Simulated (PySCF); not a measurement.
Al(Me)(F)2 (CH₃AlF₂), SMILES [CH3][Al]([F])[F].

Coordinates come from a B3LYP-D3(BJ)/def2-SVP optimisation. The isomer is the one that the SMILES or the coordinates give; other isomers of the formula were not compared.

Level of theory: TDA-CAM-B3LYP/def2-SVPD in PySCF 2.14.0.

Vertical excitations. Isolated molecule, no solvent.

| state | energy (eV) | λ (nm) | f | main pairs |
|---|---|---|---|---|
| S1 | 7.68 | 161 | 0.227 | HOMO→LUMO 95 % |
| S2 | 7.85 | 158 | 0.061 | HOMO→LUMO+1 97 % |
| S3 | 9.10 | 136 | 0.001 | HOMO−1→LUMO 84 % |
| S4 | 9.41 | 132 | 0.000 | HOMO−3→LUMO 78 % |
| S5 | 9.48 | 131 | 0.000 | HOMO−1→LUMO+1 87 % |
| S6 | 9.55 | 130 | 0.009 | HOMO→LUMO+2 81 % |
| S7 | 9.59 | 129 | 0.003 | HOMO−2→LUMO 76 % |
| S8 | 9.80 | 127 | 0.076 | HOMO−4→LUMO 79 % |
| S9 | 9.85 | 126 | 0.028 | HOMO→LUMO+3 66 % |
| S10 | 9.92 | 125 | 0.016 | HOMO−6→LUMO 68 % |
| T1 | 6.76 | 183 | 0 | HOMO→LUMO 88 % |
| T2 | 7.13 | 174 | 0 | HOMO→LUMO+1 96 % |
| T3 | 8.85 | 140 | 0 | HOMO−1→LUMO 81 % |
| T4 | 9.08 | 137 | 0 | HOMO→LUMO+2 85 % |
Triplets are in the Tamm–Dancoff approximation.
